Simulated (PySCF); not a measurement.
# Molecular orbitals of CaH

B3LYP at R = 2.173 Å; Ca 3-21G, H 3-21G; no relativity (PySCF 2.14). State: ²Σ⁺ (doublet), unpaired electrons σ ↑. Only the outer orbitals are listed, counted within each symmetry.

| spin | orbital | occ. | ε (eV) | on Ca (%) | main shells (%) |
| --- | --- | --- | --- | --- | --- |
| α | 4σ | 1 | -50.57 | 100 | 100 Ca s |
| α | 2π | 1 | -30.71 | 100 | 100 Ca p |
| α | 2π | 1 | -30.71 | 100 | 100 Ca p |
| α | 5σ | 1 | -30.52 | 100 | 100 Ca p |
| α | 6σ | 1 | -6.55 | 37 | 63 H s, 31 Ca s |
| α | 7σ | 1 | -4.09 | 88 | 55 Ca s, 33 Ca p, 12 H s |
| α | 3π | 0 | -1.21 | 100 | 100 Ca p |
| α | 3π | 0 | -1.21 | 100 | 100 Ca p |
| α | 8σ | 0 | 0.71 | 88 | 77 Ca p, 12 H s, 12 Ca s |
| β | 4σ | 1 | -50.51 | 100 | 100 Ca s |
| β | 2π | 1 | -30.67 | 100 | 100 Ca p |
| β | 2π | 1 | -30.67 | 100 | 100 Ca p |
| β | 5σ | 1 | -30.45 | 100 | 100 Ca p |
| β | 6σ | 1 | -5.86 | 48 | 52 H s, 39 Ca s, 9 Ca p |
| β | 7σ | 0 | -2.26 | 84 | 54 Ca s, 30 Ca p, 16 H s |
| β | 3π | 0 | -0.94 | 100 | 100 Ca p |
| β | 3π | 0 | -0.94 | 100 | 100 Ca p |

Q: Which are the highest filled and the lowest empty level, where do they sit, and how wide is the gap?

A: Highest filled α 7σ at -4.09 eV (in %: 55 Ca s, 33 Ca p, 12 H s); lowest empty β 7σ at -2.26 eV (in %: 54 Ca s, 30 Ca p, 16 H s); the gap at B3LYP is 1.83 eV.

- bond order (Mayer): 0.87
- ⟨S²⟩: 0.757
- charge on Ca (Mulliken, basis-dependent): 0.27
- charge on Ca (Löwdin, basis-dependent): 0.21
- dipole moment (positive dipole means Ca(−)H(+)): -2.29 D
- polarisability along the bond: 76.9 bohr³
- polarisability across the bond: 104.6 bohr³

3-21G is very small, so such numbers show the basis as much as the molecule. The state was picked by a PBE0 search and need not be the measured ground state.
